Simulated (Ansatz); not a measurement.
Relaxation of the cluster HfB₁₂ with UKS PBE-D4/def2-SVP.

```sh
$ ansatz run in.yaml --threads 4 --pin off --events-out ev --progress --plain --max-ram 6963MiB
```

```yaml
crystal:
  periodic: [false, false, false]
  atoms:
    - {symbol: Hf, position_ang: [-0.795689, 0.746918, 0.794296]}
    - {symbol: B, position_ang: [-1.275221, 0.252712, -1.431195]}
    - {symbol: B, position_ang: [-0.310468, 1.480905, -1.551045]}
    - {symbol: B, position_ang: [-0.626753, -1.656558, 1.663528]}
    - {symbol: B, position_ang: [0.778433, -0.969564, 1.288194]}
    - {symbol: B, position_ang: [-0.215683, -1.705701, -0.026238]}
    - {symbol: B, position_ang: [1.512571, 1.892163, 0.479448]}
    - {symbol: B, position_ang: [1.251374, 0.808349, -0.872379]}
    - {symbol: B, position_ang: [1.065096, -0.775488, -0.469605]}
    - {symbol: B, position_ang: [-1.800581, -1.045369, -0.722873]}
    - {symbol: B, position_ang: [0.649640, 2.410091, -0.695007]}
    - {symbol: B, position_ang: [-1.806660, -1.781691, 0.672776]}
    - {symbol: B, position_ang: [1.573930, 0.343244, 0.870109]}
basis:
  gaussian: {orbitals: def2-SVP}
magnetization: {spin_polarized: true, initial_magnetization: 4}
hamiltonian: {xc: pbe, dispersion: d4}
scf: {lower_state_search: "off"}
output: {orbitals: {seedname: orbitals}}
relax: {f_tol: 0.03, max_steps: 70}
```

Run time 2 min (4 threads of Arm Neoverse V2 on a shared host).

Positions (Å) and forces (eV/Å) at steps 1, 2, 3, 4, 5, 7, 10, 12, 13, 14, 16, 18 of 18:

```xyz
13
step=1 energy=-9397.1953 eV
Hf   -0.796    0.747    0.794   -0.252   -0.107    0.251
B    -1.275    0.253   -1.431   -0.152   -0.441   -1.380
B    -0.310    1.481   -1.551    0.539    0.448    0.225
B    -0.627   -1.657    1.664    1.019   -0.085    0.737
B     0.778   -0.970    1.288   -0.698   -1.422    0.184
B    -0.216   -1.706   -0.026   -0.509    0.624    0.411
B     1.513    1.892    0.479    0.587   -0.049    0.726
B     1.251    0.808   -0.872   -0.195   -0.445    0.468
B     1.065   -0.775   -0.470    0.051    0.499    0.062
B    -1.801   -1.045   -0.723    0.046   -0.306    0.509
B     0.650    2.410   -0.695   -0.479    0.626   -0.619
B    -1.807   -1.782    0.673   -0.676   -0.112   -0.547
B     1.574    0.343    0.870    0.718    0.770   -1.027
13
step=2 energy=-9397.4526 eV
Hf   -0.812    0.707    0.780    0.152   -0.142   -0.241
B    -1.230    0.196   -1.545   -0.121   -0.043   -0.202
B    -0.303    1.490   -1.557    0.206   -0.037    0.263
B    -0.595   -1.690    1.694    0.239    0.005    0.310
B     0.800   -1.008    1.285   -0.387   -0.619   -0.026
B    -0.249   -1.665   -0.007   -0.286    0.260    0.129
B     1.526    1.900    0.500    0.187    0.021    0.256
B     1.236    0.824   -0.854   -0.075   -0.108    0.347
B     1.042   -0.756   -0.475    0.004    0.205    0.209
B    -1.817   -1.030   -0.710    0.270   -0.040    0.198
B     0.624    2.431   -0.668   -0.167    0.332   -0.360
B    -1.826   -1.734    0.711   -0.142   -0.138   -0.236
B     1.603    0.336    0.847    0.120    0.303   -0.648
13
step=3 energy=-9397.5242 eV
Hf   -0.794    0.681    0.747    0.227    0.173   -0.051
B    -1.224    0.186   -1.574   -0.084   -0.003    0.071
B    -0.295    1.493   -1.544    0.043   -0.169    0.094
B    -0.596   -1.707    1.717   -0.184   -0.030    0.011
B     0.797   -1.036    1.284   -0.042   -0.056   -0.249
B    -0.270   -1.651    0.007    0.113    0.012   -0.101
B     1.533    1.917    0.507   -0.075   -0.013   -0.007
B     1.229    0.837   -0.838   -0.097    0.076    0.172
B     1.022   -0.743   -0.468    0.027   -0.089    0.248
B    -1.808   -1.028   -0.699    0.222    0.057   -0.040
B     0.631    2.460   -0.680    0.068    0.135   -0.037
B    -1.834   -1.747    0.718   -0.101   -0.146    0.159
B     1.609    0.338    0.822   -0.119    0.055   -0.269
13
step=4 energy=-9397.5442 eV
Hf   -0.765    0.695    0.737   -0.132    0.138    0.099
B    -1.227    0.186   -1.571   -0.029    0.042    0.093
B    -0.286    1.490   -1.535   -0.022   -0.100   -0.014
B    -0.609   -1.717    1.724   -0.092    0.023   -0.112
B     0.788   -1.052    1.271    0.086    0.157   -0.170
B    -0.274   -1.655    0.010    0.130   -0.058   -0.073
B     1.525    1.930    0.510   -0.087   -0.069   -0.083
B     1.221    0.844   -0.826   -0.028    0.117   -0.052
B     1.016   -0.743   -0.459    0.122   -0.129    0.160
B    -1.791   -1.032   -0.690    0.062    0.087   -0.055
B     0.644    2.483   -0.696    0.058   -0.074    0.056
B    -1.844   -1.771    0.722   -0.018   -0.014    0.114
B     1.602    0.342    0.803   -0.050   -0.119    0.036
13
step=5 energy=-9397.4855 eV rejected
Hf   -0.798    0.738    0.765    0.536   -0.444   -0.430
B    -1.315    0.252   -1.555    0.209   -0.344    0.121
B    -0.280    1.467   -1.542    0.049    0.397    0.081
B    -0.606   -1.729    1.705   -0.245   -0.020   -0.026
B     0.776   -1.037    1.274   -0.010    0.028    0.132
B    -0.254   -1.651   -0.003    0.024    0.097    0.059
B     1.523    1.918    0.497   -0.057    0.295   -0.092
B     1.202    0.827   -0.820    0.022   -0.015   -0.018
B     1.073   -0.757   -0.399   -0.156   -0.186   -0.424
B    -1.770   -1.013   -0.684   -0.161   -0.037    0.091
B     0.683    2.469   -0.740   -0.146    0.000    0.182
B    -1.833   -1.831    0.694   -0.019    0.177    0.108
B     1.600    0.347    0.808   -0.048    0.052    0.216
13
step=7 energy=-9397.5534 eV
Hf   -0.768    0.705    0.738   -0.021    0.003    0.026
B    -1.242    0.201   -1.562   -0.015   -0.044    0.008
B    -0.289    1.488   -1.538    0.032    0.020    0.013
B    -0.612   -1.712    1.715   -0.025    0.010    0.001
B     0.784   -1.045    1.265    0.005   -0.004    0.003
B    -0.266   -1.659    0.003    0.031    0.028   -0.010
B     1.520    1.924    0.506    0.006    0.044   -0.003
B     1.214    0.840   -0.830   -0.017   -0.031    0.017
B     1.043   -0.754   -0.440   -0.001   -0.040   -0.050
B    -1.784   -1.025   -0.686    0.009    0.004   -0.015
B     0.645    2.476   -0.697   -0.007    0.006    0.007
B    -1.847   -1.780    0.721   -0.003    0.007    0.009
B     1.601    0.341    0.805    0.005   -0.004   -0.006
13
step=10 energy=-9397.5540 eV
Hf   -0.769    0.704    0.740   -0.001    0.008    0.000
B    -1.241    0.197   -1.561   -0.003   -0.002   -0.002
B    -0.290    1.488   -1.535   -0.003    0.001   -0.003
B    -0.615   -1.702    1.714    0.005    0.004   -0.007
B     0.785   -1.044    1.264    0.005   -0.003    0.001
B    -0.265   -1.658    0.002   -0.004   -0.003    0.003
B     1.527    1.926    0.505    0.004    0.003    0.002
B     1.211    0.839   -0.827    0.010    0.003   -0.001
B     1.046   -0.757   -0.444   -0.005    0.009    0.006
B    -1.783   -1.029   -0.688    0.004    0.005    0.002
B     0.643    2.475   -0.692   -0.004   -0.013    0.002
B    -1.849   -1.782    0.720   -0.005   -0.008   -0.001
B     1.602    0.342    0.803   -0.004   -0.003   -0.003
13
step=12 energy=-9397.5542 eV
Hf   -0.766    0.708    0.740   -0.012    0.033    0.006
B    -1.244    0.191   -1.558   -0.023   -0.015    0.002
B    -0.295    1.486   -1.532    0.006   -0.014   -0.005
B    -0.625   -1.673    1.708    0.005   -0.016   -0.002
B     0.786   -1.039    1.263    0.001    0.006   -0.009
B    -0.266   -1.656   -0.001    0.005   -0.009    0.004
B     1.558    1.933    0.500   -0.014   -0.009    0.007
B     1.210    0.840   -0.825    0.054    0.011   -0.015
B     1.049   -0.756   -0.445   -0.023    0.020    0.017
B    -1.785   -1.035   -0.689    0.001    0.016    0.001
B     0.630    2.461   -0.674   -0.013   -0.007    0.002
B    -1.859   -1.805    0.712    0.014    0.006   -0.007
B     1.605    0.345    0.802    0.000   -0.022   -0.003
13
step=13 energy=-9397.5545 eV
Hf   -0.767    0.708    0.740    0.003    0.014   -0.006
B    -1.243    0.192   -1.559   -0.015   -0.015    0.005
B    -0.292    1.485   -1.533    0.007   -0.006   -0.003
B    -0.621   -1.682    1.710   -0.009   -0.003   -0.016
B     0.786   -1.040    1.263   -0.003    0.001   -0.002
B    -0.266   -1.656   -0.001    0.006   -0.001    0.000
B     1.549    1.931    0.502   -0.014    0.003   -0.011
B     1.213    0.840   -0.826    0.030    0.006   -0.004
B     1.048   -0.755   -0.445   -0.017    0.012    0.009
B    -1.786   -1.033   -0.688   -0.002    0.015   -0.002
B     0.633    2.464   -0.679   -0.002   -0.011    0.019
B    -1.856   -1.799    0.714    0.014   -0.007    0.013
B     1.604    0.344    0.802    0.001   -0.009   -0.002
13
step=14 energy=-9397.5546 eV
Hf   -0.764    0.713    0.744   -0.024    0.021   -0.056
B    -1.245    0.187   -1.554   -0.037   -0.038   -0.008
B    -0.287    1.473   -1.533    0.010    0.026   -0.011
B    -0.621   -1.674    1.703   -0.030   -0.032    0.011
B     0.786   -1.038    1.259    0.004   -0.023    0.016
B    -0.268   -1.648   -0.008   -0.035   -0.037    0.029
B     1.550    1.933    0.506    0.009    0.021   -0.021
B     1.222    0.841   -0.824    0.038    0.063   -0.008
B     1.047   -0.750   -0.448    0.019   -0.007   -0.008
B    -1.794   -1.033   -0.684   -0.025    0.018   -0.010
B     0.629    2.456   -0.677   -0.002    0.011    0.035
B    -1.859   -1.807    0.712    0.024   -0.013    0.022
B     1.603    0.346    0.803    0.048   -0.008    0.009
13
step=16 energy=-9397.5562 eV
Hf   -0.756    0.726    0.733   -0.046    0.024    0.048
B    -1.257    0.165   -1.550    0.025    0.019    0.007
B    -0.271    1.441   -1.537    0.020   -0.015    0.006
B    -0.622   -1.664    1.693   -0.022   -0.022    0.016
B     0.787   -1.032    1.253   -0.006    0.013   -0.014
B    -0.279   -1.630   -0.020    0.001    0.016   -0.027
B     1.568    1.944    0.515   -0.019    0.009   -0.014
B     1.257    0.856   -0.820   -0.019   -0.009   -0.013
B     1.046   -0.733   -0.455    0.017   -0.014   -0.003
B    -1.827   -1.032   -0.673   -0.012   -0.028    0.018
B     0.607    2.440   -0.655    0.011   -0.014    0.000
B    -1.867   -1.830    0.712    0.042    0.031   -0.018
B     1.613    0.349    0.805    0.007   -0.009   -0.007
13
step=18 energy=-9397.5568 eV
Hf   -0.760    0.727    0.738    0.026   -0.016   -0.016
B    -1.254    0.166   -1.548    0.007   -0.002    0.003
B    -0.268    1.440   -1.536   -0.006   -0.001   -0.002
B    -0.621   -1.670    1.693    0.007   -0.002    0.007
B     0.785   -1.031    1.253   -0.010    0.005   -0.001
B    -0.279   -1.628   -0.022   -0.010    0.012    0.000
B     1.563    1.944    0.513    0.005   -0.007    0.009
B     1.255    0.854   -0.820   -0.006    0.008    0.003
B     1.048   -0.734   -0.455    0.005   -0.001    0.008
B    -1.828   -1.032   -0.672   -0.012   -0.003    0.000
B     0.611    2.443   -0.659   -0.006    0.004   -0.005
B    -1.864   -1.827    0.712    0.007    0.004   -0.004
B     1.612    0.350    0.805   -0.006   -0.002    0.000
```

In the def2 sets Hf takes a core potential; there is no spin–orbit coupling. The relaxation made no stability test and no search for a lower SCF solution. At PBE-D4/def2-SVP a singlet of charge 0 lies 1.82 eV below the quintet, each at its own geometry. The structure comes from a short search, and lower isomers may exist.
